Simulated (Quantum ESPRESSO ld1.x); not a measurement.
The numbers below are computed, except where a source is named.
One sound ld1.x (Quantum ESPRESSO 7.5) input for neutral nitrogen gives E = -54.2418 hartree in 26 iterations:

```
 &input
    zed=7.0,
    iswitch=1,
    rel=1,
    dft='PBESOL',
    config='[He] 2s2 2p3',
    prefix='ld1',
    max_out_wfc=37,
    file_charge='ld1.rho',
 /
```

Changed or added lines, one case at a time, and what came of them:

- beta=0.005: not converged. So little new potential is mixed in that the limit of 200 iterations comes first; the energy is off by +0.0004435 hartree.
- tr2=1e-22: usable despite the warning. The threshold lies below the rounding noise, so the cycle runs to its limit and warns, but the energy differs from the sound run by less than 1e-5 hartree.
- config='[He] 2s2 2p3 1s1': refused. The program stops in el_config with "wavefunction 1S found too many times": the bracketed core already holds 1s.
- xmin=-1.0: refused. The program stops in ld1_readin with "wrong xmin": xmin is refused above -2.
- zed=118.0: refused. The program stops in ld1_readin with "wrong nuclear charge zed: 118.00": zed must lie above 0 and at most 103.
- xmin=-20.0: not converged. The mesh starts very near the nucleus; the cycle ends with warnings and the numbers are not to be used.
- relativistic=1: refused. The program stops in ld1_readin with "reading input namelist": the namelist holds a keyword that &input does not know.
